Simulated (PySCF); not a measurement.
Molecule: `InChI=1S/BH6PSSi/c2-1-3-4/h1H,2H2,4H3`.

Bonds (- single, = double, # triple, : aromatic): Si1-S2 2.166 Å, S2-B3 1.790 Å, B3-P4 1.898 Å. Si1 carries H5, H6, H7; B3 carries H8; P4 carries H9, H10.

Geometry PBE0-D3(BJ)/def2-SVP throughout; GIAO in PySCF, gas phase, one conformer, non-relativistic; equivalent atoms averaged; basis pcSseg-2.

Q: How do the absolute shieldings σ depend on the functional? (ppm; last column core-seconds on shared hosts with different chips, so compare them loosely)

A: 
```tsv
functional	kind	Si1	S2	B3	P4	H8	H5/H6/H7	H9/H10	core-s
PBE0	global hybrid	400.3	510.8	17.1	496.3	23.11	26.56	27.98	26
mPW1PW91	global hybrid	398.4	509.4	17.2	492.7	23.21	26.64	28.06	26
WP04	global hybrid	378.8	487.5	10.2	450.4	24.32	27.53	28.84	28
B97-2	global hybrid	404.8	520.8	21.5	497.6	23.41	26.76	28.17	27
BHandHLYP	global hybrid	403.0	530.3	18.5	494.4	23.60	26.96	28.40	26
CAM-B3LYP	range-separated hybrid	389.4	505.2	10.6	483.5	23.32	26.74	28.22	38
wB97X-D	range-separated hybrid	398.7	527.1	18.1	496.3	23.38	26.73	28.18	24
LC-wPBE	range-separated hybrid	404.1	542.3	10.7	504.1	23.14	26.77	28.17	46
```

Q: Which nucleus moves most, in ppm?

A: S2 (sulfur bonded to B, Si): from 487.5 ppm with WP04 to 542.3 ppm with LC-wPBE. The smallest spread is 0.86 ppm, at H9/H10.
